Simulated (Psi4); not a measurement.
Method: Psi4 with SAPT0/jun-cc-pVDZ, frozen core.

Psi4 input:

```
molecule {
0 1
C -0.57023983 -0.65421175 -0.01600161
C 0.83897833 -0.15147596 -0.16309052
C -0.26873658 0.80569223 0.17909155
H -0.81089993 -1.24499032 0.85742809
H -1.10122462 -0.94863298 -0.91109259
H 1.26148324 -0.10584691 -1.15768603
H 1.55170714 -0.40212335 0.61086608
H -0.59571026 1.49890918 -0.58402723
H -0.30535750 1.20267985 1.18451226
--
1 1
O -3.01697607 0.51980976 0.72883894
H -3.29034551 1.45979249 0.66289733
H -2.08399347 0.36601161 0.46703975
H -3.64804374 -0.10026347 0.30468739
units angstrom
symmetry c1
no_reorient
no_com
}
set basis jun-cc-pvdz
set scf_type df
set freeze_core true
energy('sapt0')
```

Part of the output:

```
    SAPT Results
  --------------------------------------------------------------------------------------------------------
    Electrostatics                -18.59573056 [mEh]     -11.66899710 [kcal/mol]     -48.82308387 [kJ/mol]
      Elst10,r                    -18.59573056 [mEh]     -11.66899710 [kcal/mol]     -48.82308387 [kJ/mol]

    Exchange                       29.41218269 [mEh]      18.45642328 [kcal/mol]      77.22167500 [kJ/mol]
      Exch10                       29.41218269 [mEh]      18.45642328 [kcal/mol]      77.22167500 [kJ/mol]
      Exch10(S^2)                  28.95881085 [mEh]      18.17192816 [kcal/mol]      76.03134742 [kJ/mol]

    Induction                     -30.67818991 [mEh]     -19.25085481 [kcal/mol]     -80.54557651 [kJ/mol]
      Ind20,r                     -35.33959152 [mEh]     -22.17592848 [kcal/mol]     -92.78408475 [kJ/mol]
      Exch-Ind20,r                 13.39170489 [mEh]       8.40342169 [kcal/mol]      35.15991634 [kJ/mol]
      delta HF,r (2)               -8.73030328 [mEh]      -5.47834802 [kcal/mol]     -22.92140811 [kJ/mol]

    Dispersion                     -6.33618803 [mEh]      -3.97601802 [kcal/mol]     -16.63565939 [kJ/mol]
      Disp20                       -7.35642506 [mEh]      -4.61622642 [kcal/mol]     -19.31429133 [kJ/mol]
      Exch-Disp20                   1.02023703 [mEh]       0.64020840 [kcal/mol]       2.67863194 [kJ/mol]
      Disp20 (SS)                  -3.67821253 [mEh]      -2.30811321 [kcal/mol]      -9.65714566 [kJ/mol]
      Disp20 (OS)                  -3.67821253 [mEh]      -2.30811321 [kcal/mol]      -9.65714566 [kJ/mol]
      Exch-Disp20 (SS)              0.64701925 [mEh]       0.40601071 [kcal/mol]       1.69874881 [kJ/mol]
      Exch-Disp20 (OS)              0.37321777 [mEh]       0.23419769 [kcal/mol]       0.97988313 [kJ/mol]

  Total HF                        -19.86173779 [mEh]     -12.46342863 [kcal/mol]     -52.14698538 [kJ/mol]
  Total SAPT0                     -26.19792582 [mEh]     -16.43944665 [kcal/mol]     -68.78264476 [kJ/mol]
```
